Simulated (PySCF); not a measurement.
Magnetic susceptibility: SMILES [H][H], H₂

Geometry:
```
atom   x (Å)   y (Å)   z (Å)
  H1   0.379   0.033  -0.045
  H2  -0.376  -0.032   0.031
```

The calculation used GIAO KT3/aug-pcSseg-2 magnetisability, rotational g tensor and spin-rotation constants, non-relativistic, gas phase in PySCF. Geometry: PBE0-D3(BJ)/def2-SVP.

(1) What are the magnetisability and the molar susceptibility?

(2) Split it along the inertial axes a, b, c into diamagnetic and paramagnetic parts about the centre of mass, with the quadrupole moment.

(3) And the rotational g tensor?

## Answers

(1) Isotropic -67 × 10⁻³⁰ J/T², or -4.1 × 10⁻⁶ cm³/mol; principal values -70, -70, -61 × 10⁻³⁰ J/T², anisotropy 9 × 10⁻³⁰ J/T² (root of half the summed squared differences of the principal values). The susceptibility is in cgs units.

(2) 
| axis | χ (10⁻⁶ cm³/mol) | diamagnetic (10⁻⁶ cm³/mol) | paramagnetic (10⁻⁶ cm³/mol) | summed x² of all electrons (Å²) | quadrupole Θ (D Å) |
| --- | --- | --- | --- | --- | --- |
| a | -3.7 | -3.7 | 0.0 | 0.6 | +0.60 |
| b | -4.2 | -4.4 | 0.2 | 0.4 | -0.30 |
| c | -4.2 | -4.4 | 0.2 | 0.4 | -0.30 |

Anisotropies 2χaa − χbb − χcc = +1.1 and 2χbb − χaa − χcc = -0.5 × 10⁻⁶ cm³/mol. Θ is traceless in Buckingham's convention.

(3) 
```csv
axis,rotational constant (GHz),g,nuclear part,electronic part
b,1731.9889,+0.8718,0.9995,-0.1277
c,1731.9889,+0.8718,0.9995,-0.1277
```
Linear; isotopes 1H; no vibrational averaging.
